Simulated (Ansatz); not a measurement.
Gas-phase reaction 2 R1 → P1 + P2, each structure at its B3LYP-D3(BJ)/def2-TZVP stationary point, reached from a drawn start (curvature not checked).
P1: Cl3NbO (SMILES [O]=[Nb]([Cl])([Cl])[Cl]), charge 0, multiplicity 1.
R1, Cl2NbO (SMILES [O]=[Nb]([Cl])[Cl]) (charge 0, multiplicity 2):
```xyz
4

Nb     0.07208    -0.00033    -0.00392
O      1.76437    -0.00782    -0.02197
Cl    -0.90912     2.09142     0.00613
Cl    -0.92743    -2.08327     0.01977
```
P2, ClNbO (SMILES [O]=[Nb][Cl]) (charge 0, multiplicity 3):
```json
[
 {"atom": "Nb", "x (Å)": "0.1887", "y (Å)": "0.0052", "z (Å)": "-0.7062"},
 {"atom": "O", "x (Å)": "1.6137", "y (Å)": "-0.0062", "z (Å)": "0.2075"},
 {"atom": "Cl", "x (Å)": "-1.8024", "y (Å)": "0.0010", "z (Å)": "0.4986"}
]
```

P less R. No zero-point or thermal terms; singlets are restricted closed shells; open shells are unrestricted; no spin–orbit coupling. The spin states of the d-block species are the ones drawn and need not be the lowest.

Codes used: Ansatz (an electronic-structure program) with Gaussian orbitals. All values are computed, each at the level named. Elements past Kr take the def2 small-core potentials, without spin–orbit coupling.

Q: One of these levels gives 0.253 eV for the reaction energy. Name it.
A) HF/def2-TZVPP
B) revPBE/def2-TZVPP
C) SVWN5/def2-TZVPP
D) HF/def2-SVP

A: B, revPBE/def2-TZVPP. The others give 0.956 (HF/def2-SVP), 0.873 (HF/def2-TZVPP), 0.156 (SVWN5/def2-TZVPP)
